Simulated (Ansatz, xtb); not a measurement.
## Relative energy of two structures of ClH2OSiSn

Structure X: a doublet given by its coordinates. Structure Y: a doublet given by its coordinates. Both are isolated molecules in the gas phase, relaxed with PBE0-D3(BJ)/def2-SVP.

X (Å):

| atom | x (Å) | y (Å) | z (Å) |
| --- | --- | --- | --- |
| Cl | -3.0205 | 1.6372 | -1.9016 |
| O | -1.3628 | -1.6705 | 1.3927 |
| Si | -2.0163 | -0.5078 | 0.3984 |
| Sn | -1.3235 | -0.1108 | -2.0473 |
| H | -1.6944 | -1.7358 | 2.2946 |
| H | -3.0607 | 0.2478 | 1.1764 |

Close contacts (Å): Cl1–Sn4 2.44, O2–Si3 1.66, Si3–Sn4 2.57, O2–H5 0.96, Si3–H6 1.51.

Y (Å):

```xyz
6

Cl   -1.2722   -0.6273    2.6278
O    -1.4801    0.4831   -0.5272
Si   -0.3297    1.5959   -0.2085
Sn   -2.6404    0.7641    1.2191
H     1.0079    1.1189    0.2379
H    -0.2541    2.7548   -1.1439
```

Close contacts (Å): Cl1–Sn4 2.41, O2–Si3 1.63, O2–Sn4 2.12, Si3–Sn4 2.84, Si3–H5 1.49, Si3–H6 1.49.

Problem. Estimate which is lower in electronic energy at CCSD(T)/def2-SVP + ΔMP2/def2-TZVPP, and by roughly how much.

Solution. The CCSD(T)/def2-SVP + ΔMP2/def2-TZVPP calculation puts structure Y lower, by 0.142 eV.

Level by level:

```tsv
level	geometry	E(Y) − E(X) (eV)	departure from the last row (eV)	job, with rough time for the two
GFN2-xTB	GFN2-xTB	−0.331	−0.190	optimisation, 0.6 s
HF/STO-3G	GFN2-xTB	+0.229	+0.371	single point, 5 s
r2SCAN-D4/def2-SVP	GFN2-xTB	−0.031	+0.111	single point, 5.9 s
PBE0-D3(BJ)/def2-SVP	PBE0-D3(BJ)/def2-SVP	−0.005	+0.137	optimisation, 2.1 min
HF/def2-SVP	PBE0-D3(BJ)/def2-SVP	−0.091	+0.051	part of the CCSD(T) run
MP2/def2-SVP	PBE0-D3(BJ)/def2-SVP	−0.253	−0.111	part of the CCSD(T) run
CCSD(T)/def2-SVP	PBE0-D3(BJ)/def2-SVP	−0.174	−0.032	single point
CCSD(T)/def2-SVP + ΔMP2/def2-TZVPP	PBE0-D3(BJ)/def2-SVP	−0.142		single point, 62 s
```

HF/STO-3G puts the two in the other order. PBE0-D3(BJ)/def2-SVP finds them nearly level. The largest departure from CCSD(T)/def2-SVP + ΔMP2/def2-TZVPP is that of HF/STO-3G, 0.371 eV. The last row adds to CCSD(T) the change of the MP2 difference between the two basis sets, here +0.032 eV.

With harmonic frequencies from PBE0-D3(BJ)/def2-SVP (ideal gas, rigid rotor, one conformer each, 298.15 K, 1 atm): on the last row, ΔE + ΔZPE = −0.207, ΔH = −0.219, ΔG = −0.188 eV.

Open shells are spin-unrestricted, with notable spin contamination under HF/STO-3G. The correlated steps freeze 15 core orbitals; the filled d shell of Sn is correlated, in a basis made for valence electrons. Atoms past krypton carry core potentials in the def2 sets, other sets are all-electron and non-relativistic, and no spin–orbit term is included. Mirror images aren't counted in ΔG. Codes used: Ansatz 0.2.0, xtb 6.7.1; the last row on 2 threads of Intel(R) Xeon(R) Platinum 8259CL CPU @ 2.50GHz (Skylake/Cascade Lake) on a shared host.
